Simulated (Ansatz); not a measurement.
Relaxation of C2H9BS (13 atoms, charge 0, multiplicity 1), to a largest force component of 0.03 eV/Å in at most 50 steps.

These are results of RHF/6-31G* (Ansatz 0.2.0), not measurements.

```xyz
13
Properties=species:S:1:pos:R:3:forces:R:3
B -0.001 -0.156 -0.056 0.09 -0.36 -0.24
H -0.036 -0.365 1.119 0.01 -0.34 -0.04
C 1.394 -0.164 -0.799 0.07 0.00 0.03
H 1.593 -1.189 -1.133 -0.05 0.07 0.08
H 1.391 0.450 -1.694 0.05 0.03 0.01
H 2.231 0.127 -0.169 0.00 -0.02 -0.06
C -1.364 -0.078 -0.848 -0.08 -0.02 -0.10
H -1.772 -1.091 -0.924 0.05 0.04 0.02
H -2.123 0.510 -0.343 -0.03 0.02 0.01
H -1.245 0.299 -1.861 -0.08 0.00 0.04
S -0.152 2.591 1.379 -0.09 -0.74 0.49
H 1.088 2.800 1.794 0.07 0.04 0.01
H -0.214 1.331 1.895 -0.01 1.27 -0.24
```

Problem. Where does it end, and by what steps?

Solution. It converged. After 14 steps the energy has fallen by 0.216 eV; H13 moved furthest, 1.26 Å.

```json
{"step": "0", "energy less start (eV)": "0.0000", "largest force component (eV/Å)": "1.270", "accepted": "yes"}
{"step": "1", "energy less start (eV)": "-0.1424", "largest force component (eV/Å)": "0.402", "accepted": "yes"}
{"step": "2", "energy less start (eV)": "-0.1808", "largest force component (eV/Å)": "0.287", "accepted": "yes"}
{"step": "3", "energy less start (eV)": "-0.2016", "largest force component (eV/Å)": "0.106", "accepted": "yes"}
{"step": "4", "energy less start (eV)": "-0.2065", "largest force component (eV/Å)": "0.315", "accepted": "yes"}
{"step": "5", "energy less start (eV)": "-0.2114", "largest force component (eV/Å)": "0.183", "accepted": "yes"}
{"step": "6", "energy less start (eV)": "-0.2131", "largest force component (eV/Å)": "0.129", "accepted": "yes"}
{"step": "7", "energy less start (eV)": "-0.2147", "largest force component (eV/Å)": "0.065", "accepted": "yes"}
{"step": "8", "energy less start (eV)": "-0.2148", "largest force component (eV/Å)": "0.074", "accepted": "yes"}
{"step": "9", "energy less start (eV)": "-0.2149", "largest force component (eV/Å)": "0.065", "accepted": "yes"}
{"step": "10", "energy less start (eV)": "-0.2138", "largest force component (eV/Å)": "0.272", "accepted": "no"}
{"step": "11", "energy less start (eV)": "-0.2158", "largest force component (eV/Å)": "0.034", "accepted": "yes"}
{"step": "12", "energy less start (eV)": "-0.2160", "largest force component (eV/Å)": "0.061", "accepted": "yes"}
{"step": "13", "energy less start (eV)": "-0.2160", "largest force component (eV/Å)": "0.037", "accepted": "yes"}
{"step": "14", "energy less start (eV)": "-0.2161", "largest force component (eV/Å)": "0.019", "accepted": "yes"}
```

```xyz
13
Properties=species:S:1:pos:R:3
B -0.032 -0.443 -0.238
H -0.088 -0.843 0.891
C 1.393 -0.248 -0.892
H 1.733 -1.232 -1.227
H 1.396 0.400 -1.764
H 2.143 0.103 -0.188
C -1.395 -0.249 -1.015
H -1.882 -1.220 -1.125
H -2.089 0.361 -0.439
H -1.294 0.187 -2.004
S -0.074 2.949 1.697
H 1.233 3.085 1.880
H -0.253 2.215 2.787
```

Whether the end is a true minimum wasn't checked by a vibrational analysis.

The run took 31 s on 1 thread of Arm Neoverse V1, with other jobs on the host, peak memory 0.15 GiB.
